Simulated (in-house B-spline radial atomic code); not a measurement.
Pb⁴⁺. Computed with a B-spline radial atomic code. Model: all-electron spherical atom, spin shells full or empty, radial basis limit, no spin-orbit coupling, Breit or QED, empty-state partial waves extrapolated as (l+1/2)^-4, RPA, G0W0 and static COHSEX of the highest shell as one setting changes (uncorrelated shells keep exact exchange).

Empty levels are discrete states of a finite basis, so the steps are uneven.

Without the two-electron picture change, core correlation of heavy ions comes too large.

Given: element Pb; charge 4; filled core Xe; hamiltonian one-electron scalar X2C; mean-field start r2SCAN; highest l of empty states 9; nuclear rms radius 5.5012 fm; lowest nl shells left uncorrelated 0; highest mean-field shell 5d; box radius 11.96 bohr.

Shell: 4f 7 7, 5d 5 5 (electrons up and down).

```tsv
highest empty level kept (hartree)	RPA correlation energy (hartree)	G0W0 level (eV)	G0W0 minus most complete (meV)	COHSEX level (eV)	linearised minus solved G0W0 (meV)
8.33	-1.1309	-68.99	961	-70.778	-33.1
16.67	-1.6982	-69.308	643.1	-71.612	-37
29.17	-2.4192	-69.545	406.3	-72.273	-40.3
50	-3.0387	-69.7	251.2	-72.701	-42.5
83.33	-3.7262	-69.805	145.9	-72.993	-44
150	-4.5388	-69.861	89.9	-73.17	-44.9
250	-5.0793	-69.894	57.4	-73.271	-45.4
500	-5.6934	-69.923	28.7	-73.361	-45.8
1000	?	?	?	?	?
2083.3	-6.533	-69.947	4.7	-73.435	-46.2
5000	?	?	?	?	?
16667	-6.948	-69.951	0	-73.449	-46.3
```

(1) What follows for highest empty level kept = 1000?

(2) What follows for highest empty level kept = 5000?

Results:

(1) RPA correlation energy -6.1959 hartree; G0W0 level -69.939 eV; G0W0 minus most complete 12 meV; COHSEX level -73.412 eV; linearised minus solved G0W0 -46.1 meV.

(2) RPA correlation energy -6.7803 hartree; G0W0 level -69.95 eV; G0W0 minus most complete 1 meV; COHSEX level -73.446 eV; linearised minus solved G0W0 -46.2 meV.
